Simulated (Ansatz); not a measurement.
Start from `F[SiH](F)[NH][GeH3]` and change one atom or group to get `N[SiH](F)F`.

Ansatz, PBE0-D4/def2-TZVP geometries, multiplicity 1. Each molecule was computed in one conformer, which needn't be the lowest.

Scalar relativity is left out up to krypton.

| property | `F[SiH](F)[NH][GeH3]` |
| --- | --- |
| size of the dipole moment (ωB97M-V/def2-TZVPP) / D | 2.62 |
| HOMO–LUMO gap (PBE/def2-TZVPP) / eV | 5.94 |
| HOMO–LUMO gap (B3LYP/def2-TZVPP) / eV | 7.69 |
| size of the dipole moment (B3LYP/def2-TZVPP) / D | 2.62 |
| LUMO energy (PBE/def2-TZVPP) / eV | -0.70 |
| HOMO energy (PBE0/def2-TZVPP) / eV | -8.06 |

(1) Give the same properties after the change, and the shifts. (Best estimate.)

Answers

(1) Ansatz gave: 
| property | `N[SiH](F)F` | shift |
| --- | --- | --- |
| size of the dipole moment (ωB97M-V/def2-TZVPP) / D | 2.53 | -0.09 |
| HOMO–LUMO gap (PBE/def2-TZVPP) / eV | 6.74 | 0.80 |
| HOMO–LUMO gap (B3LYP/def2-TZVPP) / eV | 8.48 | 0.79 |
| size of the dipole moment (B3LYP/def2-TZVPP) / D | 2.55 | -0.07 |
| LUMO energy (PBE/def2-TZVPP) / eV | -0.09 | 0.61 |
| HOMO energy (PBE0/def2-TZVPP) / eV | -8.38 | -0.32 |

With PBE0 the HOMO falls by 0.32 eV and the LUMO rises by 0.59 eV, so the gap widens by about 0.91 eV. PBE moves the HOMO by -0.20 eV and ωB97M-V by -0.44 eV. Dipoles are sizes alone; their direction can turn.

B3LYP here is the variant with VWN-RPA as its local correlation; programs differ in this.
